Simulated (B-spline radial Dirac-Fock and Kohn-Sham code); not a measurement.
**F: input and output of one calculation**

ΔSCF core binding energies without Breit or QED terms, calculated with a radial atomic solver. Keys: rel is the Hamiltonian (dirac, or spin-free x2c and nr, where L3 and M5 stand for the whole 2p and 3d shells), method is hf or an exchange,correlation pair (spin-unpolarised, also for the hole states), nuc the nuclear model, radius_factor scales its radius, rmax is the box in bohr, h the logarithmic mesh step, order the B-spline order, points the quadrature points per cell, c_factor scales the speed of light, and damp, ndamp, maxit and tol steer the iteration. The run stops when the commutator error falls below 10·tol·max(1, Z/10), or the numerical noise floor, and the energy has settled to about 1e-8 Ha; the virial ratio is −V/T.

Input (task.json):

```json
{"items": [{"Z": 9, "q": 0, "cfg": [[1, 0, 2], [2, 0, 2], [2, 1, 5]], "A": 19, "rrms": 2.8976, "do": "settings", "holes": ["K", "L3", "M5"],
  "settings": [{"rel": "dirac", "method": "hf", "nuc": "fermi", "radius_factor": 1.0, "rmax": 45.0, "h": 0.3, "order": 8, "points": 10, "c_factor": 1.0, "maxit": 60, "damp": 0.5, "ndamp": 3, "tol": 1e-08, "cfg": "1s2 2s2 2p7"}]}]}
```

Command: `python xray2_run.py task.json out`

The program stops without a result: overfilled shell.

Q: One setting is unsound. Which, and why?

A: cfg puts more electrons in a shell than it can hold. With the default settings (Dirac Hartree-Fock): The ground state converged in 9 iterations, with total energy -99.50161 Ha, virial ratio 1.99814 and highest orbital energy -19.83 eV. ΔSCF binding energies: K (1s) 698.4 eV. Holes are computed only in closed shells, and unreliable hole states are left out.
